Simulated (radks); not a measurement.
Spherical jellium clusters: N electrons in a uniform positive sphere of charge N and radius rs N^(1/3), rs = 4.07 bohr. Method: non-relativistic Kohn-Sham, LDA (Slater exchange, Perdew-Wang correlation), spin-polarised, spherical densities; computed with a radial shooting solver with Libxc functionals. Levels are named by radial order and angular momentum (1s, 1p, 1d, 2s, ...), and open shells are averaged over m.

N = 13, configuration 1s2 1p6 1d(up 5, down 0). This is the lowest configuration that the search found. Occupied and some empty levels:

| level | occupation | eigenvalue (eV) | <r> (bohr) |
|---|---|---|---|
| 1s up | 1 | -4.9604 | 6.144 |
| 1s down | 1 | -4.5781 | 5.833 |
| 1p up | 3 | -4.0272 | 7.276 |
| 1p down | 3 | -3.5451 | 7.220 |
| 1d up | 5 | -2.8509 | 8.185 |
| 1d down | 0 | -2.3526 | 8.298 |
| 2s up | 0 | -2.2879 | 7.240 |
| 2s down | 0 | -2.0433 | 7.489 |
| 1f up | 0 | -1.5196 | 9.135 |
| 1f down | 0 | -1.0623 | 9.458 |
| 2p up | 0 | -1.0345 | 9.701 |
| 2p down | 0 | -0.80801 | 10.19 |

Energy (eV): total -23.2871, kinetic 22.575, external -566.72, Hartree 279.16, exchange-correlation -46.629, background 288.32.
